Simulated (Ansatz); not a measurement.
Sn₇Ge₇H₂₀, an alloyed nanocrystal cut from the lattice of tin (7 Ge, random). Charge 0, multiplicity 1. Geometry r2SCAN-D4/def2-SVP; atoms count from 1.

```xyz
34

Sn   -1.2993    0.2832   -3.7158
Sn    2.9295    1.1241    2.5321
Sn    1.9672   -1.0018   -1.2574
Sn   -0.2892    2.5070   -0.2299
Ge   -3.7306    0.1769   -0.3473
Ge   -0.6831   -1.0083    1.9780
Sn   -1.6963   -3.2546   -1.3136
Sn    1.7473    3.4169    1.4587
Ge    0.6879    1.0838   -2.2052
Ge   -2.9269   -1.1353   -2.2321
Sn    4.0887   -0.2924    0.4210
Ge    1.0114   -0.3189    3.5889
Ge    0.2574   -2.3705    0.1884
Ge   -1.8987    0.9065    1.0839
H    -0.7219   -0.6711   -5.0255
H    -2.1265    1.6429   -4.3701
H     4.0839    1.5116    3.7536
H     2.4916   -1.9864   -2.5746
H    -1.2099    3.8121   -0.8835
H    -4.4935    1.4168   -0.8579
H    -4.7198   -0.6729    0.4779
H    -1.7075   -1.8896    2.7359
H    -1.0783   -4.2010   -2.6094
H    -2.7786   -4.2324   -0.4018
H     2.8881    4.3456    0.5655
H     1.1081    4.4295    2.6946
H     1.6638    1.9495   -3.0386
H    -4.1474   -1.5606   -3.0829
H     5.2621    0.6656   -0.3953
H     4.8811   -1.7134    0.9831
H     1.6076   -1.5815    4.2459
H     0.3265    0.4985    4.7053
H     1.0046   -3.5574    0.8438
H    -2.4994    1.6772    2.2843
```

In the def2 sets Sn takes a core potential; there is no spin–orbit coupling. Single mean-field runs in def2-SVP are fitted with def2-universal-jkfit.

Estimate the Mulliken populations of the heavy atoms from the PBE0/def2-SVP orbitals of Ansatz.


```csv
atom,charge (e)
Sn1,0.26
Sn2,0.05
Sn3,0.13
Sn4,0.13
Ge5,0.10
Ge6,-0.02
Sn7,0.27
Sn8,0.16
Ge9,-0.18
Ge10,-0.13
Sn11,0.17
Ge12,0.05
Ge13,-0.13
Ge14,-0.08
```
Mulliken values depend strongly on the basis.

And the Mayer bond orders between heavy atoms (over 0.3)?

Sn1–Ge9 0.90 (2.62 Å); Sn1–Ge10 0.90 (2.62 Å); Sn2–Sn8 0.88 (2.79 Å); Sn2–Sn11 0.88 (2.79 Å); Sn2–Ge12 0.91 (2.62 Å); Sn3–Ge9 0.90 (2.62 Å); Sn3–Sn11 0.88 (2.80 Å); Sn3–Ge13 0.89 (2.62 Å); Sn4–Sn8 0.88 (2.80 Å); Sn4–Ge9 0.90 (2.62 Å); Sn4–Ge14 0.88 (2.62 Å); Ge5–Ge10 0.94 (2.43 Å); Ge5–Ge14 0.92 (2.44 Å); Ge6–Ge12 0.93 (2.44 Å); Ge6–Ge13 0.93 (2.44 Å); Ge6–Ge14 0.92 (2.44 Å); Sn7–Ge10 0.90 (2.62 Å); Sn7–Ge13 0.89 (2.62 Å).
